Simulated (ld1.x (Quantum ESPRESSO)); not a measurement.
## tellurium: ultrasoft pseudisation with PBE, scalar-relativistic reference atom.

Input for ld1.x (Quantum ESPRESSO) 7.5:

```
&input
   title='Te', zed=52., rel=1, dft='PBE', iswitch=3,
   config='[Kr] 4d10 5s2 5p4 5d-2',
   nld=3, rlderiv=2.25, eminld=-3.0, emaxld=5.0, deld=0.02
 /
 &inputp
   pseudotype=3, tm=.true., lloc=-1, rcloc=1.80,
   nlcc=.false.,
   file_pseudopw='Te.UPF', file_wfcaegen='ae.wfc', file_wfcncgen='nc.wfc', file_beta='beta', file_chi='chi', file_wfcusgen='us.wfc'
 /
6
5S  1  0   2.00   0.00  1.20  1.70  0.0
5S  1  0   0.00  -0.50  1.20  1.70  0.0
5P  2  1   4.00   0.00  1.80  2.00  0.0
5P  2  1   0.00   1.90  1.80  2.00  0.0
5D  3  2  -2.00  -0.10  1.50  2.05  0.0
5D  3  2  -2.00   1.40  1.50  2.05  0.0
 &test
   configts(1)='5s2 5p4'
 /
```

Command:

```bash
ld1.x < Te.in > Te.out
```

Resulting log (shortened: banner, matrices, multipoles, cross overlaps and the repeated all-electron block are left out):

```
Program LD1 v.7.5
     --------------------------- All-electron run ----------------------------

     Te
     scalar relativistic calculation

     atomic number is 52.00
     dft =PBE   lsd =0 sic =0 latt =0  beta=0.20 tr2=1.0E-14
     Exchange-correlation= PBE
                           (   1   4   3   4   0   0   0)
     mesh =1245 r(mesh) =  99.36066 a.u. xmin = -7.00 dx = 0.01250
     1 Ry =  13.60569312 eV, c = 137.03599908

     n l     nl                  e(Ry)          e(Ha)          e(eV)
     1 0     1S 1( 2.00)     -2324.7109     -1162.3555    -31629.3034
     2 0     2S 1( 2.00)      -356.4935      -178.2468     -4850.3414
     2 1     2P 1( 6.00)      -320.0125      -160.0062     -4353.9918
     3 0     3S 1( 2.00)       -70.9437       -35.4718      -965.2379
     3 1     3P 1( 6.00)       -59.0864       -29.5432      -803.9118
     4 0     4S 1( 2.00)       -12.0823        -6.0411      -164.3877
     4 1     4P 1( 6.00)        -8.4089        -4.2045      -114.4091
     3 2     3D 1(10.00)       -41.1631       -20.5816      -560.0531
     4 2     4D 1(10.00)        -3.0615        -1.5307       -41.6533
     5 0     5S 1( 2.00)        -1.1104        -0.5552       -15.1083
     5 1     5P 1( 4.00)        -0.4375        -0.2188        -5.9531

     final scf error:  2.9E-15 reached in  25 iterations

     Etot =  -13588.969734 Ry,   -6794.484867 Ha, -184887.352059 eV

     Ekin =   14238.138353 Ry,    7119.069177 Ha,  193719.741078 eV
     Encl =  -32872.472217 Ry,  -16436.236108 Ha, -447252.769178 eV
     Eh   =    5396.402958 Ry,    2698.201479 Ha,   73421.802621 eV
     Exc  =    -351.038829 Ry,    -175.519414 Ha,   -4776.126579 eV

     normalization and overlap integrals

     s(1S/1S) =  1.000000  <r> =   0.0278  <r2> =    0.0010  r(max) =   0.0178
     s(2S/2S) =  1.000000  <r> =   0.1198  <r2> =    0.0169  r(max) =   0.1014
     s(2P/2P) =  1.000000  <r> =   0.1048  <r2> =    0.0134  r(max) =   0.0810
     s(3S/3S) =  1.000000  <r> =   0.3221  <r2> =    0.1186  r(max) =   0.2934
     s(3P/3P) =  1.000000  <r> =   0.3202  <r2> =    0.1189  r(max) =   0.2861
     s(4S/4S) =  1.000000  <r> =   0.7646  <r2> =    0.6608  r(max) =   0.7038
     s(4P/4P) =  1.000000  <r> =   0.8211  <r2> =    0.7688  r(max) =   0.7399
     s(3D/3D) =  1.000000  <r> =   0.2968  <r2> =    0.1043  r(max) =   0.2372
     s(4D/4D) =  1.000000  <r> =   0.9718  <r2> =    1.1108  r(max) =   0.8076
     s(5S/5S) =  1.000000  <r> =   2.0856  <r2> =    4.9430  r(max) =   1.7972
     s(5P/5P) =  1.000000  <r> =   2.6718  <r2> =    8.2888  r(max) =   2.1679

     ------------------------ End of All-electron run ------------------------

     --------------------- Generating US pseudopotential ---------------------

      Generating local potential from pseudized AE potential:
      Matching radius rcloc =   1.8000

      Local pseudo, rcloc= 1.820 Estimated cut-off energy=     7.49 Ry

      Wfc   5S  rcut= 1.190  Using Troullier-Martins method
      Wfc-us  5S rcutus= 1.688  Estimated cut-off energy=    15.14 Ry

      Wfc   5S  rcut= 1.190  Using Troullier-Martins method
      Wfc-us  5S rcutus= 1.688  Estimated cut-off energy=    15.88 Ry

      Wfc   5P  rcut= 1.820  Using Troullier-Martins method
      Wfc-us  5P rcutus= 2.011  Estimated cut-off energy=    18.17 Ry

      Wfc   5P  rcut= 1.820  Using Troullier-Martins method
      Wfc-us  5P rcutus= 2.011  Estimated cut-off energy=    22.43 Ry

      Wfc   5D  rcut= 1.490  Using Troullier-Martins method
      Wfc-us  5D rcutus= 2.062  Estimated cut-off energy=    23.65 Ry

      Wfc   5D  rcut= 1.490  Using Troullier-Martins method
      Wfc-us  5D rcutus= 2.062  Estimated cut-off energy=    25.21 Ry

     ------------------- End of pseudopotential generation -------------------

     Computing logarithmic derivative in   2.23675
     Computing logarithmic derivative in   2.23675
     Computing the partial wave expansion
     R is outside the sphere for l=    0 j= 0.00
     R is outside the sphere for l=    0 j= 0.00
     R is outside the sphere for l=    1 j= 0.00
     R is outside the sphere for l=    1 j= 0.00
     R is outside the sphere for l=    2 j= 0.00
     R is outside the sphere for l=    2 j= 0.00

     ---------------------- Testing the pseudopotential ----------------------

     Te
     scalar relativistic calculation

     atomic number is 52.00   valence charge is  6.00
     dft =PBE   lsd =0 sic =0 latt =0  beta=0.20 tr2=1.0E-14
     mesh =1245 r(mesh) =  99.36066 xmin = -7.00 dx = 0.01250

     n l     nl             e AE (Ry)        e PS (Ry)    De AE-PS (Ry)
     1 0     5S   1( 2.00)       -1.11044       -1.11044        0.00001
     2 1     5P   1( 4.00)       -0.43754       -0.43755        0.00000

     eps = 3.7E-16  iter =  4

     Etot =  -13588.969734 Ry,   -6794.484867 Ha, -184887.352059 eV
     Etotps =   -16.132635 Ry,      -8.066318 Ha,    -219.495687 eV

     Ekin =       4.757946 Ry,       2.378973 Ha,      64.735150 eV
     Encl =     -34.587191 Ry,     -17.293596 Ha,    -470.582712 eV
     Ehrt =      13.161085 Ry,       6.580542 Ha,     179.065683 eV
     Ecxc =      -3.443880 Ry,      -1.721940 Ha,     -46.856380 eV
     Epseu=       3.979406 Ry,       1.989703 Ha,      54.142571 eV

     ---------------------- End of pseudopotential test ----------------------
```

Note: ghost states, extra bound levels that the all-electron valence spectrum of the same l lacks: s at -25.6 eV, d at -6.3 eV. A true bound ghost makes a file unfit for plane-wave use.

Generation and configuration tests took about 1.7 s on one core of a shared server CPU.

Transferability test of the new file with ld1.x, input:

```
&input
   title='Te', zed=52., rel=1, dft='PBE', iswitch=2,
   config='[Kr] 4d10 5s2 5p4 5d-2'
 /
 &test
   file_pseudo='Te.UPF', nconf=8,
   configts(1)='5s2 5p4',
   configts(2)='5s2 5p3',
   configts(3)='5s2 5p2',
   configts(4)='5s2 5p1',
   configts(5)='5s0 5p6',
   configts(6)='5s2 5p4.3',
   configts(7)='5s1 5p4',
   configts(8)='5s2 5p0'
 /
```

```bash
ld1.x < Te.test.in > Te.test.out
```

Pseudopotential blocks of its output, shortened (energy terms left out; the distinct warnings before each block abridged to one line each):

```
     ---------------------- Testing the pseudopotential ----------------------

     n l     nl             e AE (Ry)        e PS (Ry)    De AE-PS (Ry)
     1 0     5S   1( 2.00)       -1.11044       -1.11044        0.00001
     2 1     5P   1( 4.00)       -0.43754       -0.43755        0.00000

     eps = 3.7E-16  iter =  4

     Etot =  -13588.969734 Ry,   -6794.484867 Ha, -184887.352059 eV
     Etotps =   -16.132635 Ry,      -8.066318 Ha,    -219.495687 eV

     ---------------------- End of pseudopotential test ----------------------

          ---------------------- Testing the pseudopotential ----------------------

     n l     nl             e AE (Ry)        e PS (Ry)    De AE-PS (Ry)
     1 0     5S   1( 2.00)       -1.72300       -1.72396        0.00096
     2 1     5P   1( 3.00)       -1.00564       -1.00632        0.00068

     eps = 6.5E-15  iter = 23

     Etot =  -13588.254684 Ry,   -6794.127342 Ha, -184877.623306 eV
     Etotps =   -15.417132 Ry,      -7.708566 Ha,    -209.760771 eV
     dEtot_ae =       0.715050 Ry
     dEtot_ps =       0.715503 Ry,   Delta E=      -0.000453 Ry

     ---------------------- End of pseudopotential test ----------------------

          ---------------------- Testing the pseudopotential ----------------------

     n l     nl             e AE (Ry)        e PS (Ry)    De AE-PS (Ry)
     1 0     5S   1( 2.00)       -2.40445       -2.40700        0.00256
     2 1     5P   1( 2.00)       -1.63930       -1.64129        0.00200

     eps = 1.3E-15  iter = 19

     Etot =  -13586.937253 Ry,   -6793.468626 Ha, -184859.698745 eV
     Etotps =   -14.098049 Ry,      -7.049024 Ha,    -191.813725 eV
     dEtot_ae =       2.032481 Ry
     dEtot_ps =       2.034587 Ry,   Delta E=      -0.002106 Ry

     ---------------------- End of pseudopotential test ----------------------

          ---------------------- Testing the pseudopotential ----------------------

     n l     nl             e AE (Ry)        e PS (Ry)    De AE-PS (Ry)
     1 0     5S   1( 2.00)       -3.13782       -3.14111        0.00330
     2 1     5P   1( 1.00)       -2.32305       -2.32567        0.00262

     eps = 1.2E-15  iter = 15

     Etot =  -13584.960316 Ry,   -6792.480158 Ha, -184832.801151 eV
     Etotps =   -12.118081 Ry,      -6.059040 Ha,    -164.874888 eV
     dEtot_ae =       4.009418 Ry
     dEtot_ps =       4.014555 Ry,   Delta E=      -0.005137 Ry

     ---------------------- End of pseudopotential test ----------------------

          Warning: n=1, l=0 expected 0 nodes, found 1
     ---------------------- Testing the pseudopotential ----------------------

     n l     nl             e AE (Ry)        e PS (Ry)    De AE-PS (Ry)
     1 0     5S   1( 0.00)       -1.21726       -1.21726        0.00000
     2 1     5P   1( 6.00)       -0.51619       -0.51643        0.00024

     eps = 3.0E-15  iter = 11

     Etot =  -13587.595200 Ry,   -6793.797600 Ha, -184868.650577 eV
     Etotps =   -14.775841 Ry,      -7.387921 Ha,    -201.035563 eV
     dEtot_ae =       1.374534 Ry
     dEtot_ps =       1.356794 Ry,   Delta E=       0.017739 Ry

     ---------------------- End of pseudopotential test ----------------------

          ---------------------- Testing the pseudopotential ----------------------

     n l     nl             e AE (Ry)        e PS (Ry)    De AE-PS (Ry)
     1 0     5S   1( 2.00)       -0.94445       -0.94434       -0.00010
     2 1     5P   1( 4.30)       -0.28375       -0.28369       -0.00006

     eps = 5.2E-15  iter =  9

     Etot =  -13589.077671 Ry,   -6794.538835 Ha, -184888.820609 eV
     Etotps =   -16.240594 Ry,      -8.120297 Ha,    -220.964537 eV
     dEtot_ae =      -0.107936 Ry
     dEtot_ps =      -0.107958 Ry,   Delta E=       0.000022 Ry

     ---------------------- End of pseudopotential test ----------------------

          ---------------------- Testing the pseudopotential ----------------------

     n l     nl             e AE (Ry)        e PS (Ry)    De AE-PS (Ry)
     1 0     5S   1( 1.00)       -1.78038       -1.77799       -0.00238
     2 1     5P   1( 4.00)       -1.05093       -1.05223        0.00130

     eps = 1.5E-15  iter = 14

     Etot =  -13587.531278 Ry,   -6793.765639 Ha, -184867.780870 eV
     Etotps =   -14.694461 Ry,      -7.347231 Ha,    -199.928331 eV
     dEtot_ae =       1.438456 Ry
     dEtot_ps =       1.438174 Ry,   Delta E=       0.000282 Ry

     ---------------------- End of pseudopotential test ----------------------

          ---------------------- Testing the pseudopotential ----------------------

     n l     nl             e AE (Ry)        e PS (Ry)    De AE-PS (Ry)
     1 0     5S   1( 2.00)       -3.91293       -3.91049       -0.00244
     2 1     5P   1( 0.00)       -3.04765       -3.04335       -0.00430

     eps = 4.3E-15  iter = 22

     Etot =  -13582.278844 Ry,   -6791.139422 Ha, -184796.317860 eV
     Etotps =    -9.435399 Ry,      -4.717700 Ha,    -128.375150 eV
     dEtot_ae =       6.690890 Ry
     dEtot_ps =       6.697236 Ry,   Delta E=      -0.006346 Ry

     ---------------------- End of pseudopotential test ----------------------
```
